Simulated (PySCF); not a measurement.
An excited-state job on `CB(C)[N]([SiH3])[GeH3]`.

Method: TDDFT CAM-B3LYP/def2-SVPD, vertical, gas phase, core orbitals frozen in the response (PySCF 2.14.0, density-fitted response routines). Geometry: GFN2-xTB. The input is one job of a driver script: a line of settings, then coordinates in Å.

Command:
```bash
OMP_NUM_THREADS=1 python probes_run.py task.json out
```

Input:
```
{"job": {"kind": "uv", "xc": "CAM-B3LYP", "basis": "def2-SVPD", "nstates": 8, "ntriplets": 3}, "charge": 0, "multiplicity": 1}
C     -1.411448    -1.463793    -0.396998
B     -0.784784    -0.043264    -0.069379
C     -1.753930     1.202351     0.099149
N      0.616823     0.099090     0.069059
Si     1.392172     1.664188     0.237026
Ge     1.718602    -1.389419     0.060135
H     -2.360213    -1.394112    -0.925176
H     -0.741877    -2.088553    -0.992632
H     -1.608119    -2.002791     0.531054
H     -2.754056     0.905821     0.409553
H     -1.386490     1.936975     0.812350
H     -1.863127     1.717797    -0.854879
H      2.823898     1.480954    -0.022929
H      0.832768     2.575581    -0.761658
H      1.193313     2.154819     1.605876
H      3.048450    -0.985022     0.620719
H      1.906459    -1.894606    -1.343861
H      1.122800    -2.469698     0.910934
```

Q: Give the output.

A: 
```
coarse grid: 64152 points
cycle   1  E = -2529.0861926187  dE = -2.158e-01  |g| = 6.418e-01  |ddm| = 7.153e+00
cycle   2  E = -2529.0750013241  dE =  1.119e-02  |g| = 7.068e-01  |ddm| = 1.925e+00
cycle   3  E = -2529.1641835143  dE = -8.918e-02  |g| = 8.785e-02  |ddm| = 9.789e-01
cycle   4  E = -2529.1657268126  dE = -1.543e-03  |g| = 3.895e-02  |ddm| = 1.782e-01
cycle   5  E = -2529.1660456195  dE = -3.188e-04  |g| = 5.004e-03  |ddm| = 6.784e-02
cycle   6  E = -2529.1660509674  dE = -5.348e-06  |g| = 1.144e-03  |ddm| = 1.287e-02
final grid: 134048 points
cycle   7  E = -2529.1660751349  dE = -2.304e-07  |g| = 1.021e-03  |ddm| = 9.398e-03
cycle   8  E = -2529.1660751485  dE = -1.358e-08  |g| = 1.039e-03  |ddm| = 2.831e-03
cycle   9  E = -2529.1660753201  dE = -1.716e-07  |g| = 1.096e-04  |ddm| = 1.340e-03
cycle  10  E = -2529.1660753229  dE = -2.835e-09  |g| = 2.763e-05  |ddm| = 1.867e-04
cycle  11  E = -2529.1660753232  dE = -2.647e-10  |g| = 1.102e-05  |ddm| = 9.086e-05
converged SCF energy = -2529.1660753232

Static polarisability (au): isotropic 99.690, principal 82.157 106.462 110.451

Singlet excitations
state   eV       nm        f      main configurations
  1   6.7949    182.5   0.00197   H->L 0.59, H->L+1 0.28
  2   6.9054    179.5   0.02192   H->L+2 0.44, H-1->L+2 0.34, H-1->L+6 0.08
  3   7.2887    170.1   0.04591   H->L+1 0.52, H->L 0.33
  4   7.3594    168.5   0.10029   H->L+2 0.48, H-1->L+2 0.40
  5   7.5660    163.9   0.04049   H-1->L 0.81, H-1->L+1 0.08
  6   7.9335    156.3   0.00491   H->L+3 0.75
  7   8.0727    153.6   0.06260   H-1->L+1 0.63
  8   8.1735    151.7   0.02073   H->L+5 0.64, H->L+4 0.18

Triplet excitations (Tamm-Dancoff, eV): 6.2505 6.5419 6.6622
```

The SCF starts on a coarse grid where the log names one; the energy can jump when the final grid takes over, and dE then counts from the start density on the new grid. H and L stand for HOMO and LUMO; the number after each pair is its weight.

Q: Give S1 in cm⁻¹ and kJ/mol.

A: 6.7949 eV × 8065.54 = 54805 cm⁻¹; × 96.485 = 655.6 kJ/mol.

Q: Which computed singlet has the largest oscillator strength, and what do all of them sum to?

A: State 4 at 7.36 eV (168 nm), f = 0.100; the 8 states sum to 0.299.

Main results: HOMO -9.10 eV, LUMO 0.75 eV; lowest singlet 6.79 eV; lowest triplet 6.25 eV (Tamm–Dancoff); mean polarisability 99.7 au.

 Relativistic effects, spin–orbit coupling among them, are left out although an element past zinc is present.

On an Arm Neoverse V1 with one thread, shared host, this took 80 s and 1.1 GiB of memory at its peak.
Labels such as C1 count atoms from 1, the log's own numbers from 0.
